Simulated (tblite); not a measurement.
Species: CH12NOPSi3.
Numbering: `[CH3:1][NH:2][SiH2:3][P:4]([SiH3:5])[SiH2:6][OH:7]` (hydrogens: H8, H9, H10 on C1; H11 on N2; H12, H13 on Si3; H14, H15, H16 on Si5; H17, H18 on Si6; H19 on O7)

The geometry is computed with GFN2-xTB (gas phase).

**Question.** Give the optimised bond lengths and angles.

**Answer.** 
| bond | length (Å) |
| --- | --- |
| C1–N2 | 1.447 |
| N2–Si3 | 1.733 |
| Si3–P4 | 2.218 |
| P4–Si5 | 2.210 |
| P4–Si6 | 2.249 |
| Si6–O7 | 1.615 |
| C1–H8, C1–H9, C1–H10 | 1.091 |
| N2–H11 | 1.013 |
| Si3–H12, Si3–H13 | 1.469 |
| Si5–H14, Si5–H15, Si5–H16 | 1.463 |
| Si6–H17, Si6–H18 | 1.462 |
| O7–H19 | 0.969 |

Bonds in one row agree within 0.01 Å and their mean is given. A selection of angles:
| angle | degrees |
| --- | --- |
| N2–C1–H8 | 112.7 |
| N2–C1–H9 | 108.4 |
| N2–C1–H10 | 110.1 |
| H8–C1–H9 | 108.1 |
| H8–C1–H10 | 108.6 |
| C1–N2–Si3 | 121.3 |
| C1–N2–H11 | 110.9 |
| Si3–N2–H11 | 114.6 |
| N2–Si3–P4 | 101.8 |
| N2–Si3–H12 | 104.0 |
| N2–Si3–H13 | 116.9 |
| P4–Si3–H12 | 117.0 |
| P4–Si3–H13 | 108.9 |
| H12–Si3–H13 | 108.4 |
| Si3–P4–Si5 | 101.0 |
| Si3–P4–Si6 | 99.7 |
| Si5–P4–Si6 | 103.7 |
| P4–Si5–H14 | 113.6 |
| P4–Si5–H15 | 106.6 |
| H14–Si5–H15 | 109.7 |
| H15–Si5–H16 | 111.3 |
| P4–Si6–O7 | 108.4 |
| P4–Si6–H17 | 111.5 |
| P4–Si6–H18 | 107.4 |
| O7–Si6–H17 | 109.4 |
| O7–Si6–H18 | 107.8 |
| H17–Si6–H18 | 112.3 |
| Si6–O7–H19 | 118.6 |

Torsions: C1–N2–Si3–P4 179° (antiperiplanar); N2–Si3–P4–Si5 168° (antiperiplanar); Si3–P4–Si6–O7 -41° (synclinal); H19–O7–Si6–P4 17° (synperiplanar). The mirror-image conformer, all signs reversed, is as good.

Si5 (SiH3 silicon) is distorted tetrahedral (angles from 106.6° to 113.6°). O7 (silanol oxygen) is bent (angle 118.6°). P4 (three-coordinate phosphorus) is pyramidal (angles 103.7°, 101.0° and 99.7°, sum 304.4°, 1.00 Å off the plane of its three neighbours). The 3 P–Si bonds span 2.210 Å (P4–Si5, drawn single) to 2.249 Å (P4–Si6, drawn single), a spread of 0.039 Å. H19 on O7 lies 1.98 Å from N2, 5 bonds away (angle at H 156°; Bondi radii sum to 2.75 Å): the geometry of an intramolecular hydrogen bond. N2 (silicon-bound nitrogen) is pyramidal (angles 121.3°, 114.6° and 110.9°, sum 346.7°, 0.29 Å off the plane of its three neighbours). Si3 (SiH2 silicon) is distorted tetrahedral (angles from 101.8° to 117.0°).

Point group: C1 (no symmetry element, even within 0.4 Å). Its GFN2-xTB frequencies are all real (lowest 52 cm⁻¹). One conformer, not necessarily the lowest (C1–N2–Si3–P4 179°, N2–Si3–P4–Si5 168°, Si3–P4–Si6–O7 -41°, P4–Si6–O7–H 17°).
